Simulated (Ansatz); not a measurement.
`C/C([SiH3])=C\N` + `BN[SiH2]F` → `BN([SiH3])[SiH2]F` + `C/C=C/N`  (ligand exchange at the Si–C bond)

Program: Ansatz. Geometries: PBE0-D4/def2-TZVP. ΔE: electronic, gas phase. CCSD(T)/CBS adds triple-zeta CCSD(T) − MP2 to the extrapolated MP2 energy (def2 sets, frozen cores). Double bonds are as drawn, so ΔE can hold a change between cis and trans. Functionals use def2-TZVPP. One conformer a species, not always the lowest.

CCSD(T)/CBS gives -6.7 kcal/mol.

Another level gave -6.1 kcal/mol. Which?
A. ωB97X-V/def2-TZVPP
B. HF/def2-TZVPP
C. PBE-D4/def2-TZVPP
D. r2SCAN/def2-TZVPP

A. ωB97X-V -6.1, HF/def2-TZVPP -9.1, r2SCAN -5.1, PBE-D4 -3.8 kcal/mol.

Largest T1 diagnostic among the species: 0.012.

From PBE to PBE0 (25 % exact exchange), in def2-TZVPP and without D4, ΔE moves by −0.9 kcal/mol. In def2-TZVPP, CCSD(T) changes the Hartree–Fock value by +2.3 kcal/mol (the triples alone add +0.5 kcal/mol) and MP2 by +2.8 kcal/mol.
